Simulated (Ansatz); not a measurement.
```xyz
13

C     0.385    0.366    1.407
C     0.043   -0.311    0.095
C    -1.449   -0.356   -0.159
O     0.664    0.408   -0.963
Ge    1.856   -0.357   -2.029
F     2.139    1.065   -3.011
H     0.034    1.401    1.395
H    -0.086   -0.153    2.245
H     1.465    0.375    1.568
H     0.426   -1.345    0.124
H    -1.962   -0.891    0.644
H    -1.850    0.659   -0.213
H    -1.667   -0.859   -1.103
```

Charge 0, multiplicity 1.

(1) List the B3LYP/def2-TZVPP orbital energies in eV (the Gaussian-basis code of Ansatz). (Best estimate.)

## Answers

(1) The calculation gave: Occupied: -10851.01, -1355.27, -1206.22, -1206.16, -1206.14, -670.47, -520.68, -278.54, -276.68, -276.67, -169.83, -120.18, -120.04, -119.95, -33.96, -33.73, -33.66, -33.58, -33.47, -30.65, -27.48, -21.26, -19.06, -16.27, -14.91, -12.94, -12.43, -12.11, -10.98, -10.93, -10.87, -10.82, -10.29, -10.04, -9.11, -8.24, -7.59. Lowest empty: -2.17, -0.03, 0.90, 1.53, 2.08, 2.32, 2.54, 2.87.

B3LYP here is the variant with VWN-RPA as its local correlation; programs differ in this.
